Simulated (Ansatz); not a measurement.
The same atomization along the group S, Se, Te.

Gas-phase electronic energies from Ansatz, PBE0-D4/def2-TZVP geometries. CCSD(T)/CBS is the MP2 limit (def2-TZVPP, def2-QZVPP) plus CCSD(T) − MP2 in def2-TZVPP, frozen cores. This one scheme is used for every species, atoms too. DFT in def2-TZVPP. No spin–orbit coupling; open shells (•) take unrestricted orbitals. Spin–orbit coupling would lower the free atoms: a little for C, S; clearly for Ge, Se; strongly for Te. Elements past krypton have def2 core potentials. For Ge, Se, Te outer-core shells are correlated without core-valence functions, so the limit isn't a true one: a few kJ/mol of doubt a bond, and 10 to 20 or more in all where bonds break to atoms. Scalar relativity is left out up to krypton. One conformer a species, not always the lowest.

```json
{"reaction": "`C=[C](S)[GeH3]` → 2 C• + Ge• + 6 H• + S•", "B2PLYP (kJ/mol)": "3318", "r2SCAN-D4 (kJ/mol)": "3377", "CCSD/CBS(def2) (kJ/mol)": "3316"}
{"reaction": "`C=[C]([GeH3])[SeH]` → 2 C• + Ge• + 6 H• + Se•", "B2PLYP (kJ/mol)": "3243", "r2SCAN-D4 (kJ/mol)": "3298", "CCSD/CBS(def2) (kJ/mol)": "3244"}
{"reaction": "`C=[C]([GeH3])[TeH]` → 2 C• + Ge• + 6 H• + Te•", "B2PLYP (kJ/mol)": "3163", "r2SCAN-D4 (kJ/mol)": "3209", "CCSD/CBS(def2) (kJ/mol)": "3172"}
```

**Question.** Give the CCSD(T)/CBS values in the same order. (Best estimate.)

**Answer.** Computed: 3371, 3299, 3229 kJ/mol.

Largest T1 diagnostic: 0.012, for `C=[C](S)[GeH3]`.

For atomizations the MP2-based limit and the directly extrapolated one differ by several kJ/mol either way, and by 10 to 25 for some Ge, Se and Sn compounds, so smaller differences from it don't rank the levels.
